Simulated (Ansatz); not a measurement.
System: WH$_{2}$, net charge 0, quintet state. The spin state was set by rule; other spins were not relaxed. SMILES: [WH2]
Geometry: optimised at B3LYP-D3(BJ)/def2-TZVP (Ansatz, a quantum-chemistry and plane-wave program).

Quantity: vertical electron affinity (to the sextet state of charge -1; a negative value means that the extra electron is unbound and the number depends on the basis; each state is the SCF solution reached for its spin; for the sextet the Hartree-Fock reference is unstable and T1 is 0.032), in eV. Valence correlation only, unless marked. Open shells are spin-unrestricted. Spin-orbit coupling is left out. The frozen core is the preceding noble-gas configuration, with the filled d and f shells of earlier blocks. In def2 rows, elements after Kr have scalar-relativistic effective core potentials. Anions need diffuse functions: def2-D sets add few. 

```
level                 program  vertical electron affinity (eV)
--------------------  -------  -------------------------------
SVWN5/def2-TZVPD       Ansatz                             0.52
CAM-B3LYP/def2-TZVPD   Ansatz                             0.23
wB97M-V/def2-TZVPD     Ansatz                             0.24
wB97X-V/def2-TZVPD     Ansatz                             0.10
CCSD/def2-QZVPPD       Ansatz                             0.23
CCSD(T)/def2-QZVPPD    Ansatz                             0.28
```
